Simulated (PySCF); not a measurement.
**Exercise with solution: chemical shift, span and skew from a shielding tensor**

C₃H₁₀ClNSi, SMILES C[C@@H](N)[Si@H](C)Cl. Atoms are numbered in the order given.

```xyz
16

C     -1.6668    -1.4405    -1.3358
C     -1.2303    -0.5252    -0.1917
N     -1.2232    -1.1380     1.1293
Si     0.4788     0.2466    -0.4726
C      1.8477    -0.9451    -0.0297
Cl     0.6627     1.9391     0.7213
H     -1.7054    -0.9095    -2.3004
H     -2.6701    -1.8561    -1.1415
H     -0.9773    -2.2940    -1.4541
H     -1.9164     0.3400    -0.1494
H     -0.6764    -1.9976     1.1197
H     -2.1655    -1.4029     1.4129
H      0.6085     0.7053    -1.8890
H      2.8339    -0.4784    -0.1701
H      1.8018    -1.8473    -0.6609
H      1.7574    -1.2447     1.0256
```

Geometry optimised at PBE0-D3(BJ)/def2-SVP. The structure was generated by enumeration; whether it is a known compound was not checked. The values are those of a single conformer.

GIAO shieldings from PySCF with B3LYP/pcSseg-1, non-relativistic, no solvent. The symmetric part of the tensor of C5 has the principal values 175.0, 182.3, 194.4 ppm. The same nucleus in TMS has σ = 181.3 ppm at this level (PySCF, at its B3LYP-D3(BJ)/def2-TZVP geometry). Without spin–orbit terms, shifts of atoms bonded to Cl or Br come out too high.

Task: Work out the isotropic shielding, the ¹³C shift against TMS, the span and the skew.

Result: 
σ(iso) = (σ11 + σ22 + σ33)/3 = 183.9 ppm. δ = σ(ref) − σ(iso) = 181.3 − (183.9) = -2.6 ppm.
Span Ω = σ33 − σ11 = 19.4 ppm. Skew κ = 3(σ(iso) − σ22)/Ω = 0.25. Tumbling in solution averages the tensor to δ; in a static solid the shielding alone would spread this spin-1/2 line over Ω.
